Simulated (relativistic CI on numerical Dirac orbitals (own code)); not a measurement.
The numbers below are computed, except where a source is named.
**Quantum defects of the nf series of La²⁺**

Problem. The nf 2F° levels with J = 7/2 of La²⁺ lie at 6f: 114938.9, 7f: 127075.6 cm⁻¹ (Martin, Zalubas and Hagan, Atomic Energy Levels: The Rare-Earth Elements, NSRDS-NBS 60 (1978)), and the ionisation limit at 154675.4 cm⁻¹ (NIST ASD). Find the quantum defects and predict 8f.

Working.
1. The outer electron sees the charge z = 3; R = 109736.88 cm⁻¹ for this mass. The binding energy T = limit − E defines n* = z√(R/T).
2. Values: 6f: T = 39736.5, n* = 4.9854, δ = n − n* = 1.0146; 7f: T = 27599.8, n* = 5.9820, δ = n − n* = 1.0180.
3. With δ held at 1.0180: E(8f) = limit − Rz²/(8 − δ)² = 134415.4 cm⁻¹.
4. The Ritz form δ = δ₀ + a/n*² through the last two members has a = -0.2813 and δ₀ = 1.0259, so with n* ≈ 8 − 1.0180, δ(8) = 1.0201 and E = 134403.3 cm⁻¹.

Check. The measured level is 134399.6 cm⁻¹ (δ = 1.0208), so the two predictions miss by 15.8 and 3.7 cm⁻¹. The defect is large because this electron penetrates the core.
